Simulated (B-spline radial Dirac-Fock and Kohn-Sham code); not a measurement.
**The free molybdenum atom: differential elastic cross section for electrons at 18.6 keV**

Model: relativistic (Dirac) partial waves in the static field of the Dirac-Fock atom with Furness-McCarthy exchange, without polarisation or absorption potentials. Program: a radial atomic solver.

The run's input, task.json:

```json
{"items": [{
  "Z": 42,
  "q": 0,
  "cfg": [[1, 0, 2], [2, 0, 2], [2, 1, 6], [3, 0, 2], [3, 1, 6], [3, 2, 10], [4, 0, 2], [4, 1, 6], [4, 2, 5], [5, 0, 1]],
  "A": 98,
  "rrms": 4.4091,
  "do": "elastic",
  "energies": [[18600.0, 0]],
  "theta": [5, 10, 15, 20, 25, 30, 35, 40, 45, 50, 55, 60, 65, 70, 75, 80, 85, 90, 95, 100, 105, 110, 115, 120, 125, 130, 135, 140, 145, 150, 155, 160, 165, 170, 175]
}]}
```

Command: `python xray2_run.py task.json out`

```csv
θ (°),dσ/dΩ (Å²/sr),Sherman function
5,2.61,0.000
10,0.325,0.001
15,0.0900,0.002
20,0.0359,0.003
25,0.0176,0.005
30,0.00970,0.006
35,0.00583,0.006
40,0.00376,0.004
45,0.00257,0.001
50,0.00184,-0.004
55,0.00137,-0.011
60,0.00105,-0.020
65,0.000824,-0.029
70,0.000663,-0.039
75,0.000543,-0.049
80,0.000452,-0.060
85,0.000383,-0.070
90,0.000329,-0.079
95,0.000286,-0.087
100,0.000251,-0.093
105,0.000224,-0.098
110,0.000201,-0.102
115,0.000183,-0.103
120,0.000168,-0.103
125,0.000155,-0.101
130,0.000145,-0.098
135,0.000136,-0.093
140,0.000129,-0.086
145,0.000123,-0.078
150,0.000118,-0.069
155,0.000115,-0.059
160,0.000112,-0.048
165,0.000109,-0.037
170,0.000108,-0.025
175,0.000107,-0.013
```

The total elastic cross section is 0.426 Å², the first transport cross section 0.00707 Å² and the second, weighted with (3/2) sin²θ, 0.0153 Å². The mean deflection is ⟨1 − cos θ⟩ = 0.0166, and 0.27 % of the collisions scatter beyond 90°.

Values without a named source are computed, but for edge energies of neutral atoms, which are taken from tables.
